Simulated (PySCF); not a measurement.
NbF₄, SMILES [F][Nb]([F])([F])[F] (connectivity only; charge and spin as stated), neutral, multiplicity 2.

Geometry: PBE0-D3(BJ)/def2-SVP. The multiplicity is an assumed one; other spin states were not compared. The isomer is the one that the SMILES or the coordinates give; other isomers of the formula were not compared. The def2 effective core potentials stand for the cores of Nb; spin–orbit coupling is left out.

Computed with PBE/def2-TZVPD (PySCF).

```json
{
  "total_energy": "-456.44449 hartree",
  "point_group": "D2d",
  "α spin, highest occupied and lowest empty level": "-4.87 and -3.52 eV",
  "β spin, highest occupied and lowest empty level": "-10.31 and -3.37 eV",
  "dipole_moment": "0.00 D",
  "quadrupole, principal values (traceless, Buckingham form, about the centre of nuclear charge)": "-1.92, -1.92, 3.83 D·Å",
  "mean_static_polarisability": "43.5 bohr³ (6.45 Å³)",
  "polarisability_principal_values": "43.4, 43.4, 43.7 bohr³",
  "⟨S²⟩": "0.751 (pure state 0.75)"
}
```
